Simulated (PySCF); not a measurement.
## Electron correlation in Al (aluminium, neutral)

[Ne] 3s1 3p1 4s1, high-spin 4P determinant (an excited configuration). All numbers are calculated (PySCF 2.14, no relativity, point nucleus, in aug-cc-pwCVTZ). Frozen: [Ne]; 3 electrons correlated.

```json
{"level": "CCSD", "correlation energy (mhartree)": "-11.06"}
{"level": "(T)", "correlation energy (mhartree)": "-0.14"}
{"level": "CCSD(T)", "correlation energy (mhartree)": "-11.20"}
```

Diagnostics: T1 = 0.017, D1 = 0.0408, largest double amplitude 0.042.

Task: Is a single reference adequate?

Result: Yes: T1 lies below 0.03 and no double amplitude reaches 0.07.
